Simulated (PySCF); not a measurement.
## Calculated data, C$_{2}$H$_{5}$FSi, CH$_{5}$OSi, CH$_{6}$BOSi, BH$_{6}$N$_{2}$Si and others

Computed with PySCF 2.14.0. Calculation on a computer-drawn molecule: the log of a Hartree-Fock and frozen-core CCSD(T) single point meant for a local Hartree-Fock minimum, with one planted fault or none, to be diagnosed. Offsets are logged minus clean, where the clean run is the same molecule without the fault. The reference is restricted for singlets and unrestricted otherwise, and also for a bond in bohr or an excited solution. Adding or removing an electron swaps singlet and doublet. The excited solution moves the top pair (singlet) or top alpha electron (doublet) to the lowest empty orbital. Highest occupied and lowest empty are orbital energies over both spins, largest force is the largest gradient component, triples share is (T) over the correlation energy, the T1 limit is 0.02 restricted and 0.045 unrestricted, electrons count all cores, a negative frequency is imaginary (commonest isotopes), and the dipole is about the centre of nuclear charge.

Common to all runs: meant charge 0; logged SCF converged yes; possible faults no fault, one electron removed, one electron added, multiplicity raised by two, geometry at a saddle point, SCF held on an excited solution, minimal basis STO-3G, one bond length entered in bohr, all coordinates scaled.

(1) C$_{2}$H$_{5}$FSi

Logged structure:
```xyz
9
C2H5FSi
C      0.5032     2.9357     1.8439
Si     1.7767     2.1175     1.1246
C      1.7752     0.9764    -0.3333
F      3.2838     2.2431     1.6712
H     -0.5017     2.8298     1.4508
H      0.6184     3.5849     2.7027
H      2.1440    -0.0108    -0.0459
H      2.4270     1.3619    -1.1205
H      0.7637     0.8748    -0.7293
```

* meant multiplicity: 1
* meant basis: cc-pV(D+d)Z
* logged electrons: 40
* logged basis functions: 90
* logged spin squared: 0
* logged highest occupied: -2.5193 eV
* logged lowest empty: -2.8884 eV
* logged largest force: 0.18201 hartree/bohr
* logged CC converged: no
* logged dipole magnitude: 6.1775 debye
* logged SCF stable within its kind: no
* logged energy HF: -466.58375 hartree
* planted fault: SCF held on an excited solution
* HF energy offset from clean run: 285.9 kcal/mol

Drawn bonds:
| atom | other atom | order |
| --- | --- | --- |
| 1 | 2 | 2 |
| 2 | 3 | 1 |
| 2 | 4 | 1 |
| 1 | 5 | 1 |
| 1 | 6 | 1 |
| 3 | 7 | 1 |
| 3 | 8 | 1 |
| 3 | 9 | 1 |

Notes: CCSD not converged.

(2) CH$_{5}$OSi

Logged structure:
```xyz
8
CH5OSi
C      0.9154    -0.7115     0.4696
O      0.8778    -1.4064    -0.7500
Si    -0.3587    -1.4618    -1.8345
H      1.8776    -0.9035     0.9418
H      0.1220    -1.0483     1.1426
H      0.8107     0.3660     0.3146
H     -1.5838    -2.0282    -1.2113
H     -0.6651    -0.1050    -2.3591
```

- meant multiplicity: 2
- meant basis: cc-pV(D+d)Z
- logged electrons: 33
- logged basis functions: 76
- logged spin squared: 0.7743
- logged highest occupied: -3.2158 eV
- logged lowest empty: -1.194 eV
- logged largest force: 0.047776 hartree/bohr
- logged dipole magnitude: 0.44373 debye
- logged SCF stable within its kind: no
- logged energy HF: -404.35546 hartree
- planted fault: SCF held on an excited solution
- HF energy offset from clean run: 129 kcal/mol

Drawn bonds:
| atom | other atom | order |
| --- | --- | --- |
| 1 | 2 | 1 |
| 2 | 3 | 1 |
| 1 | 4 | 1 |
| 1 | 5 | 1 |
| 1 | 6 | 1 |
| 3 | 7 | 1 |
| 3 | 8 | 1 |

Notes: coupled-cluster numbers left out as unreliable.

(3) CH$_{6}$BOSi

Logged structure:
```xyz
10
CH6BOSi
B      0.1463    -0.0715     2.1715
Si     0.2750    -0.4169     0.3039
C     -0.6677    -1.7014    -0.6786
O      1.2814     0.4242    -0.6837
H     -0.6206    -0.7430     2.8074
H      0.8046     0.7826     2.6930
H     -1.2680    -1.2358    -1.4663
H     -1.3390    -2.2574    -0.0211
H      0.0130    -2.4138    -1.1548
H      1.3151     0.2253    -1.6069
```

* meant multiplicity: 2
* meant basis: cc-pV(D+d)Z
* logged electrons: 39
* logged basis functions: 95
* logged spin squared: 3.7653
* logged highest occupied: -4.5157 eV
* logged lowest empty: -2.0191 eV
* logged largest force: 0.1281 hartree/bohr
* logged T1 diagnostic: 0.022238
* logged D1 diagnostic: 0.12604
* logged triples share: 0.027556
* logged CC converged: yes
* logged dipole magnitude: 3.5602 debye
* logged SCF stable within its kind: yes
* logged energy HF: -429.61936 hartree
* logged energy CCSD(T): -430.17905 hartree

Drawn bonds:
| atom | other atom | order |
| --- | --- | --- |
| 1 | 2 | 1 |
| 2 | 3 | 1 |
| 2 | 4 | 1 |
| 1 | 5 | 1 |
| 1 | 6 | 1 |
| 3 | 7 | 1 |
| 3 | 8 | 1 |
| 3 | 9 | 1 |
| 4 | 10 | 1 |

(4) BH$_{6}$N$_{2}$Si

Logged structure:
```xyz
10
BH6N2Si
N      1.0454     1.1108     1.2102
B      0.0137     0.2044     0.9141
N     -0.3730    -0.1488    -0.4243
Si     0.1560     0.4594    -1.9572
H      1.6231     1.5600     0.5315
H      1.3014     1.3171     2.1512
H     -0.5762    -0.3023     1.8334
H     -1.1444    -0.7881    -0.4665
H      1.5861     0.8529    -1.8761
H     -0.0243    -0.5943    -2.9886
```

- meant multiplicity: 2
- meant basis: cc-pV(D+d)Z
- logged electrons: 39
- logged basis functions: 95
- logged spin squared: 0.7798
- logged highest occupied: -2.765 eV
- logged lowest empty: -0.67362 eV
- logged largest force: 0.041363 hartree/bohr
- logged dipole magnitude: 1.5132 debye
- logged SCF stable within its kind: no
- logged energy HF: -425.89568 hartree

Drawn bonds:
| atom | other atom | order |
| --- | --- | --- |
| 1 | 2 | 1 |
| 2 | 3 | 1 |
| 3 | 4 | 1 |
| 1 | 5 | 1 |
| 1 | 6 | 1 |
| 2 | 7 | 1 |
| 3 | 8 | 1 |
| 4 | 9 | 1 |
| 4 | 10 | 1 |

Notes: coupled-cluster numbers left out as unreliable.

(5) BFO

Logged structure:
```xyz
3
BFO
O     -0.2598    -0.4274    -2.0353
B      0.4432    -0.1228    -2.9431
F      1.2014     0.2057    -3.9221
```

* meant multiplicity: 1
* meant basis: cc-pVDZ
* logged electrons: 21
* logged basis functions: 42
* logged spin squared: 0.7547
* logged highest occupied: -25.54 eV
* logged lowest empty: -10.303 eV
* logged largest force: 0.18671 hartree/bohr
* logged T1 diagnostic: 0.022422
* logged D1 diagnostic: 0.092698
* logged triples share: 0.022477
* logged CC converged: yes
* logged dipole magnitude: 1.1229 debye
* logged SCF stable within its kind: yes
* logged energy HF: -198.64712 hartree
* logged energy CCSD(T): -199.05445 hartree

Drawn bonds:
| atom | other atom | order |
| --- | --- | --- |
| 1 | 2 | 2 |
| 2 | 3 | 1 |

## Withheld values
1. CH$_{6}$BOSi (entry 3): planted fault?
2. Which fault was planted in the run of BH$_{6}$N$_{2}$Si (entry 4)?
3. Which fault was planted in the run of BFO (entry 5)?

Answers
1. multiplicity raised by two
2. SCF held on an excited solution
3. one electron removed

Further results for CH$_{6}$BOSi (entry 3):

- HF energy offset from clean run: 140.3 kcal/mol
- CCSD(T) energy offset from clean run: 144.5 kcal/mol

Further results for BH$_{6}$N$_{2}$Si (entry 4):

* HF energy offset from clean run: 119.7 kcal/mol

Further results for BFO (entry 5):

* HF energy offset from clean run: 273.8 kcal/mol
* CCSD(T) energy offset from clean run: 305.7 kcal/mol
